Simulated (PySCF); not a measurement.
## Ionising GeO

PW91; Ge def2-TZVPPD, O def2-TZVPPD; no relativity (PySCF 2.14). Neutral (UKS): singlet (closed shell), Re = 1.646 Å, ωe = 957 cm⁻¹, De = 7.39 eV, HOMO -7.30 eV, LUMO -3.02 eV.

GeO⁺ (UKS): doublet (π ↑), Re = 1.799 Å, ωe = 704 cm⁻¹, De = 4.24 eV to Ge⁺ + O. The energies at the minima are -2152.40224 hartree for GeO and -2151.99455 for GeO⁺.

Work out the adiabatic ionisation energy, without and with harmonic zero-point energies (1 hartree = 27.2114 eV, 1 eV = 8065.5 cm⁻¹), and the change of the bond length.

At PW91: 0.40769 hartree = 11.094 eV between the minima; the zero-point term (704.0 − 957.0)/2 cm⁻¹ = -0.016 eV makes it 11.078 eV. Re changes by +15.3 pm against the neutral. Minus the HOMO energy is 7.30 eV, -3.79 eV from the value between the minima; self-interaction puts the Kohn–Sham level too high, less so with exact exchange. The electron leaves a π orbital; in so polar a molecule the change of length follows mostly from the change of the ionic charges.

Spin–orbit coupling is left out. For an ion De counts to the pair picked by the measured ionisation energies or electron affinities, which need not be the lowest pair at this level. States were picked by a PBE0 search and need not be the measured ground states.
